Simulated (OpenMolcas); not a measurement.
**Rh+: from RASSCF to RASPT2**

* Program: OpenMolcas
* Basis: ANO-RCC-VTZP [7s6p4d2f1g]
* Scalar Hamiltonian: DKH2, point nucleus
* Active space: 8 electrons in 9 orbitals (RAS2 4d 5s; RAS3 5p, at most 2 electrons)
* State averaging: 2S+1 = 3 even, 55 roots; 2S+1 = 5 even, 10 roots kept (CI in the orbitals of an earlier block); 2S+1 = 1 even, 50 roots kept (CI in the orbitals of an earlier block); 2S+1 = 3 odd, 21 roots; 2S+1 = 5 odd, 22 roots kept (CI in the orbitals of an earlier block); 2S+1 = 1 odd, 9 roots kept (CI in the orbitals of an earlier block, 0 in the spin-orbit step)
* Spin-orbit coupling: state interaction with AMFI integrals over the reference wave functions, term energies averaged over their components

Methods on the same reference wave functions:
A. RASSCF
B. SS-RASPT2, IPEA 0.25 Eh, imaginary shift 0.1 Eh (closed shells correlated: 4s 4p)
C. MS-RASPT2, IPEA 0.25 Eh, imaginary shift 0.1 Eh (closed shells correlated: 4s 4p)

Energies in cm-1 above 4d8 3F4, the measured ground level; measured values from NIST Handbook of Basic Atomic Spectroscopic Data.

```csv
Level,A,B,C,Measured
4d8 3F4,0.0,0.0,0.0,0.0
4d8 3F3,2488,2500,2520,2401
4d8 3F2,3870,3660,3620,3581
4d7 5s 5F5,6420,14340,14370,16885
4d7 5s 5F4,7986,15910,15930,18540
4d7 5s 5F3,9192,17110,17140,19792
4d7 5s 5F2,10035,17940,17970,20647
4d7 5s 5F1,10569,18470,18490,21180
4d8 3P2 [51 %],10870,7930,7310,
4d8 3P1,13670,10350,9530,10515
4d8 3P0,14045,10640,9800,10761
4d7 5s 3F4(1),15920,22640,22630,
4d7 5s 3F3(1),18106,24670,24700,
4d8 1G4,18436,15110,14050,14855
4d7 5s 5P3,20870,25600,25630,
4d7 5s 5P1,22208,26830,26850,
4d7 5s 3G5,23622,29730,29760,
4d7 5s 3G4,24499,30520,30570,
4d7 5s 3G3,25556,31670,31700,
4d7 5s 3P2(1) [62 %],28358,32180,32300,
4d7 5s 3H6,28581,34190,34220,
4d7 5s 3H5,29479,35070,35100,
4d7 5s 3D3,30011,35090,35110,
4d7 5s 3P0(2),30214,33020,33880,
```

Deviations, from unrounded energies. A percentage is the sum of absolute deviations over the sum of measured energies, with the sign that they share, or ± where signs differ.

```csv
Against measurement,Levels,A,B,C
mean absolute deviation (cm-1),10,6300,1400,1600
fine structure of the ground term (%),2,+6.3,+3.0,+2.7
other terms of the ground configuration (%),3,+27.7,±1.5,-7.6
other configurations (%),5,-54.5,-13.7,-13.5
```

B lies closest to measurement on these levels and A furthest from it. The largest miss of B in the table is 4d7 5s 5F1, by -2700 cm-1. The ranking rests on the paired levels alone, and a cruder setting can come out closer through cancelling errors.

Between B and C the level of the table that moves most is 4d8 1G4, by 1100 cm-1 (lowest in C, highest in B). Moves below CASPT2's spread within the term are not significant.

The mean deviations of B to C differ by less than CASPT2's widest spread within a term (1600 cm-1), so their order carries little weight.

From A to B the spin-free energies of the other terms of 4d8 shown, above 3F, scale by factors of 0.70 to 0.81, as is usual when dynamic correlation screens the repulsion within a d or f shell.

The lowest spin-free term lies below A's lowest term by 0.547 hartree in B, 0.547 hartree in C.

Term energies are means over components that CASPT2 splits; among the terms shown or strongly mixed into the levels shown the widest spread is 1600 cm-1 (4d8 3F, C). Some high roots are left out of the spin-orbit mixing, which shifts the levels that they would mix with. Terms from blocks run as CI alone lack orbitals of their own. A single d shell beside an s shell can misplace configurations of different d count against each other. The CASPT2 spread within a term exceeds the gap to the next term for 4d8 1S and 4d7 5s 3H, so the order of their levels is uncertain (figures for B; the like holds for C). Without dynamic correlation excited terms often stand tens of per cent too high (terms of higher spin than the ground term too low), and those without a measured partner can miss by more than the paired ones (holds for A). Computed and measured levels are paired by configuration, term and J; levels that our copy of the source lacks, or whose pairing is in doubt (as where it misses far off the trend of its configuration), stay unpaired and out of the deviations. Levels of configurations outside the active space are missing. The table leaves out levels that lie high or whose names do not pair safely across all columns.

A share in square brackets marks a mixed level and gives the weight of the term that names it, the lowest over the columns. A number in round brackets counts repeated terms of one configuration in the order of the reference energies.
